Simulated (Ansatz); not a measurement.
ClGaH2 (SMILES [Cl][GaH2]) moved off its minimum; all values from Ansatz (a program for electronic structure), cores frozen in correlated methods.
(charge 0, multiplicity 1)
```xyz
4

Ga     0.00420    -0.22644    -0.70743
H     -1.36455    -0.38672    -1.37258
H      1.44299    -0.59876    -1.28401
Cl    -0.04842     0.53205     1.42665
```

Task: Give the forces (eV/Å), the total energy and the dipole at CCSD(T)/def2-TZVPPD.

Result: 
```tsv
atom	Fx	Fy	Fz
Ga1	0.805	0.243	1.271
H2	-0.624	-0.005	-0.279
H3	-0.234	0.139	0.154
Cl4	0.053	-0.377	-1.146
```
Energy -2384.2836 hartree, dipole 2.53 D.
